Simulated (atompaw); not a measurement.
## Pseudopotential generation for samarium (Sm): PAW (atompaw), PBE, non-relativistic.

Sm (Z = 62), PAW, made with atompaw 4.2.0.5 (PBE, non-relativistic). Core [Kr] 4d10, reference 4f6 5s2 5p6 5d0 6s0 6p0 (charge +2). Waves: 5s (bound): rc 2.30 bohr; 6s (bound, empty): rc 2.05 bohr; 5p (bound): rc 2.15 bohr; 6p (bound, empty): rc 2.30 bohr; 5d (bound, empty): rc 2.30 bohr; 5d channel at 1.35 Ry: rc 2.20 bohr; 4f (bound): rc 0.80 bohr; 4f channel at 1.5 Ry: rc 0.80 bohr. Local part: vpsmatchnc scheme with l = 4 at 0 Ry, radius 2.10 bohr. Core correction: smooth core density matched at 2.10 bohr. Augmentation charge: sinc compensation charge, radius 2.25 bohr; PAW radius 2.30 bohr; waves and projectors: custom rrkj vanderbiltortho.

All-electron outer shells of the reference configuration (PBE, non-relativistic, ld1.x):

```json
{"shell": "4p", "level (eV)": "-249.44", "outermost node (bohr)": "0.31", "outermost maximum (bohr)": "0.58"}
{"shell": "4d", "level (eV)": "-144.04", "outermost node (bohr)": "0.28", "outermost maximum (bohr)": "0.59"}
{"shell": "5s", "level (eV)": "-51.15", "outermost node (bohr)": "0.73", "outermost maximum (bohr)": "1.35"}
{"shell": "5p", "level (eV)": "-35.47", "outermost node (bohr)": "0.75", "outermost maximum (bohr)": "1.47"}
{"shell": "4f", "level (eV)": "-18.60", "outermost node (bohr)": "–", "outermost maximum (bohr)": "0.60"}
{"shell": "5d", "level (eV)": "-13.99", "outermost node (bohr)": "0.83", "outermost maximum (bohr)": "1.98"}
{"shell": "6s", "level (eV)": "-12.93", "outermost node (bohr)": "1.78", "outermost maximum (bohr)": "3.40"}
{"shell": "6p", "level (eV)": "-9.58", "outermost node (bohr)": "2.02", "outermost maximum (bohr)": "3.95"}
```

Task: Does the generator finish with these settings?

Result: Yes, a potential is produced.

Task: Estimate the cutoffs (Ry, on a coarse ladder) from which the occupation-weighted sum of valence levels, in a spherical-Bessel basis at the reference potential, stays within 10 and 1 mRy of its value at 400 Ry.

Result: 300 Ry and over 300 Ry.

Task: What does a ghost test show?

Result: Ghost state, extra bound levels that the all-electron valence spectrum of the same l lacks: s at -48.9 eV. A true bound ghost makes a file unfit for plane-wave use.

Task: Is the overlap operator S = 1 + Σ q|β⟩⟨β| positive definite (Bessel basis up to 400 Ry)?

Result: Yes: its lowest eigenvalue is 0.09 (p channel).

Task: Which valence shell sets the plane-wave cutoff?

Result: 4f: its level needs 300 Ry to come within 1 mRy, against 18 Ry for 5p.
